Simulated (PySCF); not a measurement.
Compound: C5H11ClO2S.
Z-matrix (Å and degrees, PBE0-D3(BJ)/def2-SVP geometry), rows numbered from 1:
```
C 
C   1  1.5198
C   2  1.5432  1  118.26
C   3  1.5223  2  109.54  1  -178.78
C   3  1.5185  2  113.73  1   -51.57
S   3  1.8443  2  104.86  1    65.96
O   6  1.4506  3  110.57  2   -76.04
O   6  1.4500  3  109.25  2    59.73
Cl  6  2.1191  3  102.04  2   172.31
H   1  1.0998  2  109.46  3   176.70
H   1  1.0998  2  112.08  3    57.63
H   1  1.0986  2  112.24  3   -63.66
H   2  1.1016  1  110.12  3   124.59
H   2  1.1037  1  109.49  3  -119.25
H   4  1.1003  3  108.32  2    61.41
H   4  1.0978  3  111.67  2  -179.23
H   4  1.0990  3  111.10  2   -57.63
H   5  1.0991  3  110.95  2  -179.27
H   5  1.0975  3  111.85  2    59.65
H   5  1.1009  3  108.60  2   -60.34
```

All values: PBE0/pcSseg-1 (PySCF, non-relativistic), on one gas-phase PBE0-D3(BJ)/def2-SVP geometry that isn't relaxed in the solvent. The solvent is an IEF-PCM continuum (van der Waals radii × 1.2). The model holds no explicit solvent molecules, cavitation or dispersion.

```json
{"run": "gas", "E − E(gas) (kcal/mol)": "0.00", "HOMO (eV)": "-8.89", "HOMO–LUMO gap (eV)": "7.04", "dipole (D)": "4.69"}
{"run": "P", "E − E(gas) (kcal/mol)": "-6.38", "HOMO (eV)": "-8.92", "HOMO–LUMO gap (eV)": "6.97", "dipole (D)": "6.13"}
{"run": "Q", "E − E(gas) (kcal/mol)": "-6.55", "HOMO (eV)": "-8.92", "HOMO–LUMO gap (eV)": "6.97", "dipole (D)": "6.18"}
```

**Question.** The runs were made in acetonitrile and water. Which run belongs to which solvent?

**Answer.** P = acetonitrile, Q = water. The dielectric constants are 35.69 (acetonitrile), 78.36 (water), and the energy falls further as ε rises. In this model the ground state sees the solvent through ε alone.

**Question.** How constant is the ratio of the lowering to (ε − 1)/(2ε + 1)?

**Answer.** 
```json
{"solvent": "acetonitrile", "(ε − 1)/(2ε + 1)": "0.479", "E − E(gas) (kcal/mol)": "-6.38", "ratio (kcal/mol)": "-13.3", "polarisation term (kcal/mol)": "-7.69"}
{"solvent": "water", "(ε − 1)/(2ε + 1)": "0.490", "E − E(gas) (kcal/mol)": "-6.55", "ratio (kcal/mol)": "-13.4", "polarisation term (kcal/mol)": "-7.94"}
```

The ratio changes by +0.3 % in size from acetonitrile to water. The polarisation term is half the interaction of the solute with the induced surface charges.

Hardware: one thread of an Arm Neoverse V2, shared host with 96 logical CPUs at a one-minute load of 37. Cost: 37 s, 1.2 GiB resident at most. This is the whole shielding run at PBE0/pcSseg-1 in water, SCF included.
